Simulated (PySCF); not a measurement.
Si(CCH)2(F)(OH) (C₄H₃FOSi), SMILES C#C[Si](O)(F)C#C. Coordinates come from a r2SCAN-D4/def2-SVP optimisation. The structure was generated by enumeration, and PubChem lists no compound with its InChIKey, so it may never have been made. The values are those of a single conformer.

Computed equilibrium geometry at r2SCAN-D4/def2-SVP (PySCF confirms it by a frequency run) as a Z-matrix (one conformer of several):
```
Si
F 1 1.6197
O 1 1.6434 2 110.09
H 3 0.9649 1 116.94 2 75.50
C 1 1.8127 2 108.56 3 -118.14
C 5 1.2198 2 146.50 1 177.09
H 6 1.0760 2 156.55 1 178.40
C 1 1.8216 2 106.75 3 121.09
C 8 1.2207 2 146.78 1 179.08
H 9 1.0762 2 156.64 1 179.82
```
